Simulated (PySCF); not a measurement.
## Partial charges of `C#CC[SiH2][SiH]([SiH3])[SiH3]`

Species: C3H12Si4.
Structure used (GFN2-xTB), in Å, numbered top down from 1:
```xyz
19
C3H12Si4 angstrom
C      2.343    1.465    0.354
C      1.889    1.043   -0.671
C      1.313    0.480   -1.863
Si     0.328   -1.113   -1.441
Si    -1.090   -0.581    0.329
Si    -2.295    1.371   -0.077
Si    -0.009   -0.560    2.391
H      2.765    1.868    1.226
H      2.111    0.263   -2.575
H      0.653    1.218   -2.324
H     -0.295   -1.529   -2.707
H      1.328   -2.150   -1.143
H     -2.079   -1.689    0.364
H     -3.391    1.585    0.870
H     -1.423    2.545    0.017
H     -2.899    1.416   -1.413
H     -0.786   -1.194    3.460
H      1.282   -1.251    2.358
H      0.245    0.812    2.837
```

Density: PBE0/pcSseg-1 (PySCF); schemes: Mulliken, IAO, Hirshfeld and ESP-fitted. Isolated species at its GFN2-xTB geometry (one conformer only).

Q: Atoms with like bonding are taken together and averaged. Do the Mulliken, IAO, Hirshfeld and ESP-fitted schemes agree on where the charge is highest?

A: All schemes agree: Mulliken Si4 (+0.438); IAO Si4 (+0.505); Hirshfeld Si4 (+0.258); ESP-fitted Si4 (+0.332).

Q: For which atoms does the sign change between the 4 schemes (beyond +0.03 e in one, beyond −0.03 e in another)?

A: C2, Si5 and H13. Atomic charges aren't observables, and each scheme defines them in its own way.

Q: Tabulate the Mulliken, IAO, Hirshfeld and ESP-fitted charges.

A: In e; atoms taken as equivalent share a row and are averaged (×n: the atom named and its like, n in all):

| atom | environment | Mulliken | IAO | Hirshfeld | ESP-fitted |
| --- | --- | --- | --- | --- | --- |
| C1 | terminal alkyne carbon | -0.353 | -0.271 | -0.120 | -0.515 |
| C2 | alkyne carbon | +0.108 | -0.024 | -0.039 | +0.103 |
| C3 | sp3 carbon bound to silicon | -0.434 | -0.541 | -0.141 | -0.361 |
| Si4 | SiH2 silicon | +0.438 | +0.505 | +0.258 | +0.332 |
| Si5 | SiH silicon | -0.337 | -0.018 | +0.086 | +0.009 |
| Si6/Si7 | SiH3 silicon | +0.260 | +0.316 | +0.210 | +0.228 |
| H8 | alkyne hydrogen | +0.045 | +0.201 | +0.090 | +0.322 |
| H9/H10 | methylene hydrogen | +0.182 | +0.177 | +0.058 | +0.156 |
| H11/H12 | Si–H hydrogen | -0.041 | -0.100 | -0.074 | -0.088 |
| H13 | Si–H hydrogen | +0.032 | -0.069 | -0.077 | -0.062 |
| H14 (×6) | Si–H hydrogen | -0.050 | -0.095 | -0.074 | -0.070 |

Mean size of the charges over all atoms: IAO 0.178 e, ESP-fitted 0.161 e, Mulliken 0.159 e, Hirshfeld 0.102 e. Each set sums to the total charge, 0, to within 0.001 e. The ESP scheme is a least-squares fit of atom-centred charges to the potential on four shells outside the van der Waals surface, with the total charge fixed. The IAO scheme projects the occupied orbitals on a minimal set of polarised atomic orbitals and counts the electrons in each atom's part of it.

Some averages cover members that differ in this geometry: H11/H12, ESP-fitted -0.102 to -0.075 e.

Q: How closely do the schemes follow one another over all atoms?

A: Correlation coefficient and root-mean-square difference: IAO with Hirshfeld 0.92, 0.130 e; IAO with ESP-fitted 0.91, 0.096 e; Mulliken with IAO 0.89, 0.103 e; Mulliken with ESP-fitted 0.85, 0.117 e; Hirshfeld with ESP-fitted 0.83, 0.128 e; Mulliken with Hirshfeld 0.73, 0.150 e.

Q: Sum the charges by element.

A: 
```json
{"element": "C", "atoms": "3", "Mulliken": "-0.679", "IAO": "-0.836", "Hirshfeld": "-0.299", "ESP-fitted": "-0.774"}
{"element": "Si", "atoms": "4", "Mulliken": "+0.621", "IAO": "+1.119", "Hirshfeld": "+0.764", "ESP-fitted": "+0.796"}
{"element": "H", "atoms": "12", "Mulliken": "+0.058", "IAO": "-0.283", "Hirshfeld": "-0.465", "ESP-fitted": "-0.022"}
```

The run behind these numbers computed NMR shieldings as well. Hardware: an Arm Neoverse V1 with one thread, on a shared host. Cost: 66 s of wall time (with the writing of density and orbital grids), 0.92 GiB resident at most.
